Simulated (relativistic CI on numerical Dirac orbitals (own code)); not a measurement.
# Electric-dipole lines of I XXXII

Computed by Dirac-Coulomb-Breit CI, orbitals from a KLI potential per configuration, model QED, unscaled Slater integrals (own radial code, finite nucleus).

CI space (outside the closed core [Ne]): 3s²3p⁶3d⁴, 3s²3p⁵3d⁵, 3s3p⁶3d⁵, 3s²3p⁶3d³4s, 3s²3p⁶3d³4p, 3s²3p⁶3d³4d, 3s²3p⁵3d⁴4s, 3s²3p⁶3d³4f, 3s²3p⁵3d⁴4p, 3s3p⁶3d⁴4s, 3s²3p⁶3d²4s4p, 3p⁶3d⁵4p, 3s3p⁶3d⁴4p, 3s²3p⁶3d³5s, 3s²3p⁶3d³5p, 3s²3p⁶3d³5d, 3s3p⁶3d⁴4d, 3s²3p⁶3d³5g, 3s²3p⁶3d³6s, 3p⁶3d⁶, 3p⁵3d⁷, 3p⁵3d⁶4s, 3s²3p⁶3d²4s², 3s²3p⁶3d4s²4p, 3s²3p⁶3d4s²4d, 3p⁶3d⁵4s, 3p⁵3d⁵4s², 3s²3p⁶3d²4p², 3s²3p⁶3d4s4p², 3s²3p⁶3d4p³, 3s²3p⁶3d4p²4d, 3s²3p⁵3d²4s4p², 3s²3p⁶3d²4s4d, 3s²3p⁶3d4s4p4d, 3s²3p⁶3d4s4d², 3s²3p⁵3d²4s²4d, 3s3p⁶3d³4s², 3s3p⁶3d²4s²4p, 3s3p⁶3d²4s²4d. Double excitations out of closed p, d and f shells are left out; levels of such configurations are missing from the list, as are those of other unlisted configurations, and high levels can miss mixing partners. These lack a partner that the ground configuration has and come out too high: 3s²3p⁵3d⁴4p.

```csv
λ vac (Å),Lower,Upper,A (s⁻¹),log gf,S velocity/length
15.037,3s²3p⁶3d⁴ ³F4 [4],3s²3p⁶3d³4p ³F°4 [372],1.52e+12,-0.33,0.95
41.193,3s²3p⁶3d⁴ ³H5 [10],3s²3p⁵3d⁵ ³G°4 [221],8.16e+11,0.27,0.67
41.559,3s²3p⁶3d⁴ ³H6 [12],3s²3p⁵3d⁵ ³G°5 [220],4.33e+11,0.09,0.67
41.806,3s²3p⁶3d⁴ ³H4 [7],3s²3p⁵3d⁵ ⁵P°3 [209],5.94e+11,0.04,0.68
42.103,3s²3p⁶3d⁴ ³H6 [12],3s²3p⁵3d⁵ ³G°5 [213],1.18e+12,0.54,0.66
42.276,3s²3p⁶3d⁴ ³F4 [4],3s²3p⁵3d⁵ ³F°3 [197],5.70e+11,0.03,0.67
42.289,3s²3p⁶3d⁴ ¹I6 [21],3s²3p⁵3d⁵ ¹H°5 [231],7.92e+11,0.37,0.67
42.493,3s²3p⁶3d⁴ ³G5 [19],3s²3p⁵3d⁵ ³F°4 [226],1.42e+12,0.54,0.67
42.503,3s²3p⁶3d⁴ ¹I6 [21],3s²3p⁵3d⁵ ¹H°5 [228],9.43e+11,0.45,0.66
42.620,3s²3p⁶3d⁴ ¹G4 [32],3s²3p⁵3d⁵ ¹F°3 [246],8.59e+11,0.21,0.68
42.732,3s²3p⁶3d⁴ ³F4 [16],3s²3p⁵3d⁵ ³D°3 [219],4.69e+11,-0.05,0.67
42.742,3s²3p⁶3d⁴ ³F3 [28],3s²3p⁵3d⁵ ³D°2 [243],9.97e+11,0.14,0.68
43.441,3s²3p⁶3d⁴ ¹G4 [27],3s²3p⁵3d⁵ ¹F°3 [239],1.14e+12,0.36,0.67
43.742,3s²3p⁶3d⁴ ³F4 [4],3s²3p⁵3d⁵ ³D°3 [179],4.38e+11,-0.06,0.67
43.853,3s²3p⁶3d⁴ ¹I6 [21],3s²3p⁵3d⁵ ³H°6 [218],1.09e+12,0.61,0.69
43.859,3s²3p⁶3d⁴ ¹G4 [32],3s²3p⁵3d⁵ ³F°4 [240],9.84e+11,0.41,0.69
43.978,3s²3p⁶3d⁴ ³F4 [22],3s²3p⁵3d⁵ ³G°4 [221],5.08e+11,0.12,0.68
44.140,3s²3p⁶3d⁴ ¹G4 [27],3s²3p⁵3d⁵ ³F°4 [235],7.41e+11,0.29,0.70
44.411,3s²3p⁶3d⁴ ⁵D2 [3],3s²3p⁵3d⁵ ⁵P°2 [171],4.32e+11,-0.19,0.67
44.890,3s²3p⁶3d⁴ ⁵D3 [5],3s²3p⁵3d⁵ ⁵P°2 [171],5.34e+11,-0.09,0.67
45.110,3s²3p⁶3d⁴ ³H4 [7],3s²3p⁵3d⁵ ³D°3 [179],2.58e+11,-0.26,0.66
45.234,3s²3p⁶3d⁴ ³H5 [10],3s²3p⁵3d⁵ ³G°4 [186],4.35e+11,0.08,0.66
45.298,3s²3p⁶3d⁴ ³H5 [10],3s²3p⁵3d⁵ ³H°5 [185],3.32e+11,0.05,0.69
45.372,3s²3p⁶3d⁴ ³G4 [13],3s²3p⁵3d⁵ ¹G°4 [193],4.04e+11,0.05,0.68
45.425,3s²3p⁶3d⁴ ³H6 [12],3s²3p⁵3d⁵ ¹I°6 [187],6.55e+11,0.42,0.68
46.495,3s²3p⁶3d⁴ ³H5 [10],3s²3p⁵3d⁵ ³H°5 [175],2.29e+11,-0.09,0.68
46.976,3s²3p⁶3d⁴ ³F3 [17],3s²3p⁵3d⁵ ³D°2 [190],6.78e+11,0.05,0.65
47.769,3s²3p⁶3d⁴ ³F4 [16],3s²3p⁵3d⁵ ³F°4 [177],3.43e+11,0.02,0.68
49.078,3s²3p⁶3d⁴ ³H4 [7],3s²3p⁵3d⁵ ³G°4 [154],1.66e+11,-0.27,0.67
50.156,3s²3p⁶3d⁴ ³F4 [4],3s²3p⁵3d⁵ ¹G°4 [132],1.59e+11,-0.27,0.66
52.892,3s²3p⁶3d⁴ ³H4 [7],3s²3p⁵3d⁵ ³H°4 [125],1.69e+11,-0.20,0.65
52.939,3s²3p⁶3d⁴ ¹I6 [21],3s²3p⁵3d⁵ ³G°5 [159],2.56e+11,0.07,0.60
53.683,3s²3p⁶3d⁴ ³F4 [4],3s²3p⁵3d⁵ ³F°4 [100],2.45e+11,-0.02,0.65
53.728,3s²3p⁶3d⁴ ³H6 [12],3s²3p⁵3d⁵ ³G°5 [130],1.76e+11,-0.08,0.61
53.779,3s²3p⁶3d⁴ ⁵D3 [5],3s²3p⁵3d⁵ ³G°3 [99],1.69e+11,-0.29,0.66
54.139,3s²3p⁶3d⁴ ⁵D3 [5],3s²3p⁵3d⁵ ⁵D°2 [96],2.29e+11,-0.30,0.65
54.185,3s²3p⁶3d⁴ ³P0 [1],3s²3p⁵3d⁵ ⁵F°1 [61],3.30e+11,-0.36,0.66
54.504,3s²3p⁶3d⁴ ³H5 [10],3s²3p⁵3d⁵ ³G°5 [119],2.30e+11,0.05,0.64
54.640,3s²3p⁶3d⁴ ⁵D3 [5],3s²3p⁵3d⁵ ³F°4 [94],1.49e+11,-0.22,0.68
54.733,3s²3p⁶3d⁴ ⁵D2 [3],3s²3p⁵3d⁵ ³F°3 [83],1.31e+11,-0.39,0.68
55.531,3s²3p⁶3d⁴ ³F4 [4],3s²3p⁵3d⁵ ³G°5 [81],1.59e+11,-0.09,0.68
55.625,3s²3p⁶3d⁴ ³H6 [12],3s²3p⁵3d⁵ ³I°6 [115],2.27e+11,0.14,0.64
58.586,3s²3p⁶3d⁴ ³F4 [4],3s²3p⁵3d⁵ ³G°5 [59],7.45e+10,-0.38,0.66
59.419,3s²3p⁶3d⁴ ³H6 [12],3s²3p⁵3d⁵ ³I°7 [86],1.18e+11,-0.03,0.68
59.673,3s²3p⁵3d⁵ ⁵H°7 [46],3s3p⁶3d⁵ ⁵G6 [254],3.10e+11,0.33,0.81
```

Terms are leading LS components. Brackets give the number of a level in order of energy, since labels repeat. The list gives strong lines, with weight on those to low levels, among the lowest 400 of 7752 levels, so that lines to higher ones, which can be the strongest, are missing. Levels whose partners in the same complex of configurations lie outside the list can be far off, and so can their lines. Rates are taken at the computed energies, electric ones in the length gauge. A velocity-to-length ratio far from 1 marks an uncertain rate.

At this charge energies of transitions that change n are usually good to better than 1 %, and those within a shell (Δn = 0) to a few per cent. Terms inside the open d or f shell come out 10 to 20 % too wide with unscaled integrals.

LS names give the leading component of a level, which can be under half, so a name can repeat, a term be missing and a line seem to break the LS rules.
